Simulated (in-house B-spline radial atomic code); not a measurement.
## Ionising Xe⁹⁺ with different functionals

Computed with a radial B-spline atomic code at the basis-set limit: non-relativistic Hamiltonian, point nucleus, spin-polarised at highest spin, spherical fractional occupations for the functionals, and exact exchange of hybrids averaged over the configuration. The ionisation energy is the difference of two self-consistent energies, [Kr] 4d9 → [Kr] 4d8, without Breit or QED terms; ε is the level of the shell that loses the electron (its least bound occupied spin orbital). There is no spin-orbit coupling in this Hamiltonian.

```tsv
method	rung	ΔSCF (eV)	-ε(4d) (eV)
PBE0	global hybrid	206.08	197.13
B3LYP	global hybrid	206.01	196.36
TPSSh	global hybrid	205.98	194.96
M06-2X	global hybrid	205.97	200.96
BHandHLYP	global hybrid	205.92	200.48
r2SCAN0	global hybrid	206.42	197.60
B97-1	global hybrid	206.00	196.45
HSE06	range-separated hybrid	206.02	196.66
wB97X	range-separated hybrid	205.80	199.24
CAM-B3LYP	range-separated hybrid	205.93	198.36
LC-wPBE	range-separated hybrid	205.97	199.19
```

(1) Among the functionals, which spreads more, the ΔSCF values or the orbital energies?

(2) How do they compare with the NIST value?

Answers

(1) The orbital energies: ΔSCF values span about 0.63 eV and the orbital energies 6.00 eV; here energy differences depend much less on the functional than eigenvalues do.

(2) NIST lists 202 eV ± 2.2 (tabulated theory, ground level to ground level). Errors run from +3.80 to +4.42 eV. The correlated functionals all miss on the same side by more than they spread, so the cause is common to them (relativity, Breit-QED terms, multiplet and fine-structure energies, or a listed next ion that isn't the cheapest removal here) and closeness doesn't rank the functionals.
